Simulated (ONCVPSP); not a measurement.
# Configuration tests for rhodium (Rh) (ONCV)

- Element: Rh (Z = 45)
- Generator: ONCVPSP 4.0.1
- Type: optimised norm-conserving Vanderbilt (ONCV)
- Functional: LDA (Perdew-Wang 92)
- Relativity: scalar-relativistic
- Frozen core: [Ar] 3d10 4s2
- Valence charge: 15
- Reference configuration: 4p6 4d8 5s1
- Partial waves: 5s: rc 2.60 bohr, ncon 3, nbas 6, qcut 2.7 1/bohr, 2 projectors, debl 4 Ha; 4p: rc 1.75 bohr, ncon 4, nbas 8, qcut 9.6 1/bohr, 2 projectors, debl 2.2 Ha; 4d: rc 1.85 bohr, ncon 4, nbas 8, qcut 7.2 1/bohr, 2 projectors, debl 1 Ha
- Local potential: polynomial inside 1.35 bohr (lpopt 2, dvloc0 4 Ha)
- Core correction: polynomial model core, fcfact 0.4

Energies are relative to the spin-unpolarised reference configuration 4p6 4d8 5s1; without spin polarisation the order of configurations can differ from experiment.

(1) Give the all-electron excitation energy and the error of the potential for: 4p6 4d8 5s0; 4p6 4d7 5s0; 4p6 4d6 5s0; 4p6 4d9 5s0.

Note: no bound ghost flagged; GHOST(+) flagged for s at 104.6 eV.

Results:

(1)

```
valence configuration  charge  ΔE all-electron (eV)  error AE − PS (meV)
          4p6 4d8 5s0      +1                 7.784                 -9.4
          4p6 4d7 5s0      +2                27.552                 -0.5
          4p6 4d6 5s0      +3                60.290                  +14
          4p6 4d9 5s0       0                -0.849                  -14
```
